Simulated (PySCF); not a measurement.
SMILES C[CH](C)[Be][NH2] at its CAM-B3LYP/def2-SVP optimised geometry (Å):

```
14

Be     0.6604    -0.0425     0.0000
C     -1.0286    -0.0509     0.0231
C     -1.6521    -1.0085    -1.0037
C     -1.6517     1.3489    -0.0885
H     -1.2922    -0.4415     1.0284
H     -2.7521    -1.0530    -0.9075
H     -1.4390    -0.6904    -2.0385
H     -1.2735    -2.0381    -0.8996
H     -1.2735     2.0381     0.6835
H     -2.7517     1.3171     0.0117
H     -1.4375     1.8125    -1.0665
N      2.1595    -0.0425     0.0000
H      2.7500     0.2302    -0.7801
H      2.7521    -0.3146     0.7788
```

Level of theory: PySCF with CAM-B3LYP/def2-TZVP. Cells within 0.4 Å of a nucleus heavier than hydrogen are left out (blank, or x).

Map of the deformation density (molecule minus spherical neutral atoms) (e/bohr³) on the plane z = 0.0 Å:

```
|0000000000000000000000000000000|
|0000000000000000000000000000000|
|0000000000000000000000000000000|
|0000000000000000000000000000000|
|0000000000000000000000000000000|
|0000000000000000000000000000000|
|0000000000000000000000000000000|
|0000000000000000000000000000000|
|0000000000010000000000000000000|
|0000000000121000000000000000000|
|0000000331x30000000000000000000|
|000000198xxx0000000000000000000|
|0000000342x41000000011100000000|
|0000000001463111000122100000000|
|000000000024x3331x1356310000000|
|00000000000xxx64xxx48xx10000000|
|000000000003x3432x236xx10000000|
|0000000000110011000232110000000|
|0000000000000000000111100000000|
|0000000000000000000011000000000|
|0000000000000000000000000000000|
|0000000000000000000000000000000|
|0000000000000000000000000000000|
|0000000000000000000000000000000|
|0000000000000000000000000000000|
|0000000000000000000000000000000|
|0000000000000000000000000000000|
|0000000000000000000000000000000|
|0000000000000000000000000000000|
|0000000000000000000000000000000|
|0000000000000000000000000000000|
```
Scale: ten equal steps from -0.011 (start of '0') to 0.121 (end of '9'), in the order '0123456789'; x runs from -5.00 to 5.00, y from -5.00 (bottom) to 5.00 (top).
